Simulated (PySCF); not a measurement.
Geometry (Å), atoms numbered from 1 in this order:
```xyz
13

C     2.095   -0.092   -0.649
O     0.991    0.774   -0.547
C    -0.131    0.235   -0.029
C    -1.291    1.043    0.120
C    -2.330    0.348    0.653
S    -1.913   -1.273    0.978
C    -0.319   -1.053    0.397
H     1.872   -0.939   -1.309
H     2.389   -0.473    0.335
H     2.911    0.491   -1.071
H    -1.325    2.086   -0.164
H    -3.322    0.710    0.876
H     0.379   -1.873    0.399
```

Geometry: PBE0-D3(BJ)/def2-TZVP; GIAO absolute shieldings from PySCF 2.14, gas phase, non-relativistic, averaged over equivalent atoms.

At KT3/pcSseg-2 (343 basis functions, 80 s wall time on 1 thread of an Arm Neoverse V1, shared host):
```csv
atoms,σ (ppm)
C3,24.3
C5,61.5
C4,66.8
C7,92.0
C1,124.3
O2,218.9
S6,337.3
H12,24.58
H11,24.78
H13,25.63
H8/H9/H10,27.81
```

Question: Estimate the result of repeating the calculation with B97-2/pcSseg-2.

Answer: 
```csv
atoms,σ at B97-2/pcSseg-2,change
C3,18.2,-6.1
C5,52.5,-9.0
C4,60.0,-6.8
C7,85.3,-6.7
C1,126.3,+2.0
O2,231.5,+12.6
S6,315.1,-22.2
H12,24.38,-0.20
H11,24.68,-0.10
H13,25.51,-0.12
H8/H9/H10,27.86,+0.05
```

The largest change is at S6 (aromatic ring sulfur). Cost: 343 basis functions, 60 s wall time on 1 thread of an Arm Neoverse V1, shared host. The order of the carbon signals is the same at both levels.
